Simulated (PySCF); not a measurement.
Structure with atom numbers: `[CH3:1][O:2][SiH2:3][SiH3:4]`; H(Xn) means a hydrogen on atom n.

GIAO PBE0/pcSseg-1 shifts (PySCF 2.14, gas phase, non-relativistic, equivalent atoms averaged), each against references optimised in the same way as the molecule (TMS, H2O).

On the GFN2-xTB geometry: C1 56.5, O2 -14.2, Si3 -21.9, Si4 -121.0, H(Si3) 5.27, H(C1) 3.72, H(Si4) 3.34 ppm.

Task: What changes on the PBE0-D3(BJ)/def2-SVP geometry?

Result: 
```json
{"atoms": "C1", "δ (ppm)": "56.6", "change": "+0.1"}
{"atoms": "O2", "δ (ppm)": "-10.1", "change": "+4.1"}
{"atoms": "Si3", "δ (ppm)": "-15.2", "change": "+6.7"}
{"atoms": "Si4", "δ (ppm)": "-107.8", "change": "+13.2"}
{"atoms": "H(Si3)", "δ (ppm)": "5.11", "change": "-0.16"}
{"atoms": "H(C1)", "δ (ppm)": "3.57", "change": "-0.15"}
{"atoms": "H(Si4)", "δ (ppm)": "3.46", "change": "+0.12"}
```

Bonds between heavy atoms that differ most (equivalent bonds averaged): Si3–Si4 2.292 → 2.339 Å, O2–Si3 1.627 → 1.668 Å, C1–O2 1.393 → 1.400 Å. Mean change of bonds to hydrogen: C–H +0.012 Å, Si–H +0.028 Å. The two structures also differ in conformation, which adds to the changes.
